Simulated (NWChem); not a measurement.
Species: Si$_{2}$N$_{2}$H$_{8}$O; SMILES N[SiH](O[SiH3])N

```xyz
13

N      1.1679    -1.7910     0.5283
Si     0.0183    -0.9638    -0.4471
N     -1.4948    -1.1762     0.3573
O      0.1959     0.6796    -0.6405
Si     0.0678     2.0819     0.2244
H      1.2169    -1.6200     1.5256
H      2.0724    -2.0414     0.1486
H      0.1938    -1.5090    -1.8147
H     -1.7637    -2.1041     0.6616
H     -2.3023    -0.6394     0.0650
H     -1.3495     2.5316     0.3108
H      0.5931     1.9278     1.6104
H      0.8545     3.1364    -0.4658
```
Atoms are numbered in this order, from 1.

Results from NWChem. Coordinates come from a B3LYP/6-31G* (spherical d) optimisation.

For level PBE0/def2-SVP:

```
Quantity                     Result
---------------------------  ------
highest occupied level (eV)   -7.25
orbital gap (eV)               8.22
dipole (D)                     1.46
```

Problem. What are these values for level PBE0/def2-TZVP?

Solution. 
- highest occupied level (eV): -7.53
- orbital gap (eV): 7.90
- dipole (D): 1.28
